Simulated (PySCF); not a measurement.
Compound: C₆H₉OPS.
SMILES with atom numbers: `[CH3:1][CH2:2][c:3]1[o:4][cH:5][c:6]([S:7][CH3:8])[p:9]1` (hydrogens: H10, H11, H12 on C1; H13, H14 on C2; H15 on C5; H16, H17, H18 on C8)

Level: PBE0/pcSseg-1 and CAM-B3LYP/def2-SVPD in PySCF, non-relativistic, on one gas-phase PBE0-D3(BJ)/def2-SVP geometry that isn't relaxed in the solvent. The solvent is an IEF-PCM continuum (Bondi radii, 1.10 Å for H, scaled by 1.2). Only the electrostatic response of the medium enters.

Gas phase at PBE0/pcSseg-1: HOMO -6.03 eV, LUMO -0.81 eV, dipole 0.91 D.

Question: What does the continuum do to the energy, the frontier levels and the dipole at PBE0/pcSseg-1 in benzene and chloroform?

Answer: 
```csv
solvent,ε,E(solvent) − E(gas) (kcal/mol),polarisation term (kcal/mol),distortion of the solute (kcal/mol),HOMO (eV),LUMO (eV),dipole (D)
benzene,2.271,-1.99,-2.10,0.11,-6.06,-0.82,1.06
chloroform,4.711,-3.17,-3.43,0.26,-6.10,-0.84,1.15
```

Polarisation term: ½ Σ q·V over the induced surface charges. Distortion: the rise of the solute's own energy as its density leaves the gas-phase optimum. From benzene to chloroform the lowering changes by a factor 1.59, Onsager's factor (ε − 1)/(2ε + 1) by 1.55 and ε itself by 2.1.

Question: Which Hirshfeld charges (PBE0/pcSseg-1) respond most in benzene (means over atoms taken as equivalent)?

Answer: 
| atoms | environment | gas (e) | solvent (e) | change |
| --- | --- | --- | --- | --- |
| S7 | sulfide sulfur | +0.012 | +0.002 | -0.010 |
| P9 | phosphorus bonded to 2 C | +0.021 | +0.012 | -0.009 |
| H15 | aromatic hydrogen | +0.063 | +0.068 | +0.005 |
| C6 | substituted aromatic carbon | -0.111 | -0.114 | -0.003 |
| H16/H17/H18 | methyl hydrogen | +0.046 | +0.049 | +0.003 |
| H13/H14 | methylene hydrogen | +0.046 | +0.049 | +0.003 |
| C3 | substituted aromatic carbon | +0.022 | +0.024 | +0.002 |
| C8 | S-methyl carbon | -0.119 | -0.118 | +0.001 |

Question: How do the nuclear quadrupole coupling constants eQVzz/h respond in benzene?

Answer: 
| nucleus | Q (barn) | gas (MHz) | solvent (MHz) | η gas | η solvent |
| --- | --- | --- | --- | --- | --- |
| 17O at O4 | -0.0256 | -8.70 | -8.65 | 0.08 | 0.08 |
| 33S at S7 | -0.06781 | 47.06 | 46.39 | 0.68 | 0.68 |

Gas phase at CAM-B3LYP/def2-SVPD: HOMO -7.25 eV, LUMO 0.20 eV, dipole 0.96 D.

Question: What does the continuum do to the energy, the frontier levels and the dipole at CAM-B3LYP/def2-SVPD in benzene?

Answer: 
| solvent | ε | E(solvent) − E(gas) (kcal/mol) | polarisation term (kcal/mol) | distortion of the solute (kcal/mol) | HOMO (eV) | LUMO (eV) | dipole (D) |
| --- | --- | --- | --- | --- | --- | --- | --- |
| benzene | 2.271 | -1.92 | -2.03 | 0.11 | -7.26 | 0.22 | 1.13 |

Question: How does the static polarisability (CAM-B3LYP/def2-SVPD, frozen core, with the continuum's full static response) change?

Answer: 
| medium | isotropic (au) | principal values (au) | ⟨r²⟩ of the electrons (bohr²) |
| --- | --- | --- | --- |
| gas | 120.5 | 84.0, 115.0, 162.5 | 2036.7 |
| benzene | 139.7 | 97.1, 136.5, 185.4 | 2036.0 |

The isotropic value in benzene is 1.16 times the gas-phase one; no cavity-field correction is applied. ⟨r²⟩ is taken about the centre of nuclear charge.

On Intel Xeon Platinum 8488C, one thread, shared host with 96 logical CPUs at a one-minute load of 31, this took 36 s wall and 1.2 GiB of memory at its peak. This is the whole shielding run at PBE0/pcSseg-1 in chloroform, SCF included.

The values belong to the conformer `[CH3:1][CH2:2][c:3]1[o:4][cH:5][c:6]([S:7][CH3:8])[p:9]1`: C1–C2–C3–O4 -62°, C5–C6–S7–C8 179°.
